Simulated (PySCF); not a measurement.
## Electric field gradients and quadrupole coupling constants

C6H6O.
Numbering: `[CH2:1]=[CH:2][CH2:3][c:4]1[cH:5][c:6]1=[O:7]` (hydrogens: H8, H9 on C1; H10 on C2; H11, H12 on C3; H13 on C5)

Structure used (GFN2-xTB), in Å, numbered top down from 1:
```xyz
13
C6H6O angstrom
C     -2.265    0.308    0.532
C     -1.298   -0.349   -0.078
C     -0.167    0.310   -0.808
C      1.140   -0.010   -0.211
C      1.790   -0.669    0.777
C      2.571    0.082   -0.149
O      3.612    0.488   -0.568
H     -2.311    1.385    0.527
H     -3.056   -0.198    1.057
H     -1.267   -1.430   -0.060
H     -0.289    1.398   -0.810
H     -0.148   -0.014   -1.855
H      1.684   -1.301    1.631
```

Field gradients from the PBE0/pcSseg-1 density (PySCF, non-relativistic), principal values in atomic units, ordered |Vxx| ≤ |Vyy| ≤ |Vzz|:

```csv
atom,Vxx,Vyy,Vzz
O7,0.6653,0.8472,-1.5125
```

Find the asymmetry η = (Vxx − Vyy)/Vzz and the couplings χ = eQV/h (234.96 MHz × Q in barn × V in au), with Q(17O) = −0.0256 b.

| atom | environment | nucleus | η | χzz (MHz) | χxx (MHz) | χyy (MHz) |
| --- | --- | --- | --- | --- | --- | --- |
| O7 | carbonyl oxygen | 17O | 0.12 | 9.10 | -4.00 | -5.10 |

The tensor is traceless: Vxx + Vyy + Vzz = 0.

What is Vzz at O7 in SI units (1 au = 9.71736 × 10²¹ V/m²)?

-1.5125 au = -14.698 × 10²¹ V/m².

And the gradient at the other heavy atoms, for which no coupling is worked out here?

```tsv
atom	environment	Vzz (au)	η
C1	terminal =CH2 carbon	0.314	0.38
C2	alkene CH carbon	0.301	0.70
C3	carbon bonded to 2 C and 2 H	0.102	0.35
C4	unsaturated ring carbon	0.502	0.70
C5	unsaturated ring CH carbon	0.440	0.69
C6	ring carbonyl carbon	0.423	0.23
```

Were the hydrogens deuterons (Q(2H) = 0.00286 b), χzz would run from 198 kHz (H12) to 239 kHz (H13).

Isolated species at its GFN2-xTB geometry (one conformer only). GFN2-xTB bond lengths can be off by several hundredths of an ångström, more for odd bonds, and the gradients follow them. With so small a basis the couplings can be 20 % off.

The run behind these numbers computed NMR shieldings as well. Time: 20 s (grids of density and orbitals included); peak memory 0.81 GiB. Hardware: an Intel Xeon Platinum 8488C with one thread, on a shared host.
